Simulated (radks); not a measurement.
Spherical quantum dot in the effective-mass picture: electrons in a hard-walled sphere of radius 9.3, all in effective atomic units (hartree* = m*/eps^2 hartree, bohr* = eps/m* bohr), one dielectric constant everywhere. Calculated with a radial shooting solver with Libxc functionals: non-relativistic Kohn-Sham, LDA (Slater exchange, Perdew-Wang correlation), spin-polarised, spherical densities. Levels are named by radial order and angular momentum (1s, 1p, 1d, 2s, ...), and open shells are averaged over m. Results are scaled to m* = 0.248 and eps = 14, for which hartree* = 34.43 meV and bohr* = 2.987 nm.

N = 26, configuration 1s2 1p6 1d10 1f(up 7, down 1). This is the lowest configuration that the search found. Occupied and some empty levels:

level    occupation  eigenvalue (meV)  <r> (nm)
1s up             1            114.37     21.25
1p up             3            115.10     21.40
1s down           1            115.11     21.18
1p down           3            115.85     21.34
1d up             5            116.53     21.61
1d down           5            117.29     21.57
1f up             7            118.60     21.83
1f down           1            119.37     21.80
1g up             0            121.29     22.05
1g down           0            122.07     22.03
2s up             0            125.96     13.18
2s down           0            126.17     13.02
2p up             0            128.51     15.04
2p down           0            128.81     14.94
2d up             0            131.94     16.28
2d down           0            132.30     16.20

Energy (meV): total 1584.71, kinetic 256.33, external 0, Hartree 1511.7, exchange-correlation -183.31.

Electron density:

r (nm)  n(r) (e/nm^3)
0.871       5.284e-07
2.94        8.334e-07
5.01        1.802e-06
7.07        4.454e-06
9.14       0.00001137
11.2       0.00002830
13.3       0.00006663
15.3        0.0001447
17.4        0.0002810
19.5        0.0004648
21.6        0.0005993
23.6        0.0005102
25.7        0.0001896
27.8        2.027e-07
